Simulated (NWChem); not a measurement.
# InHOBrCl; SMILES [Br][In]([Cl])[OH]

```xyz
5

In     0.2987    -0.4299     0.0000
Cl    -1.2951    -2.1386     0.0000
Br    -0.4050     1.9182     0.0000
O      2.2250    -0.8909     0.0000
H      2.3569    -1.8477     0.0000
```
Atoms are numbered in this order, from 1.

Program: NWChem. STO-3G and 3-21G are far too small for this property and stand as cheap habits. Coordinates come from a PBE0/def2-SVP optimisation. def2 effective core potentials on In; no spin-orbit coupling. B3LYP is NWChem's, with the RPA form of VWN correlation. Field at 589 nm.

```json
[
 {"level": "B3LYP/STO-3G (all-electron, non-relativistic)", "isotropic polarisability (bohr³)": "32.8", "anisotropy (bohr³)": "31.3"},
 {"level": "B3LYP/def2-SVP (core potentials)", "isotropic polarisability (bohr³)": "?", "anisotropy (bohr³)": "?"},
 {"level": "B3LYP/def2-SVPD (core potentials)", "isotropic polarisability (bohr³)": "81.2", "anisotropy (bohr³)": "38.5"}
]
```

Task: Complete the blanks.

Result: 
- B3LYP/def2-SVP (core potentials), isotropic polarisability (bohr³): 61.0
- B3LYP/def2-SVP (core potentials), anisotropy (bohr³): 39.1
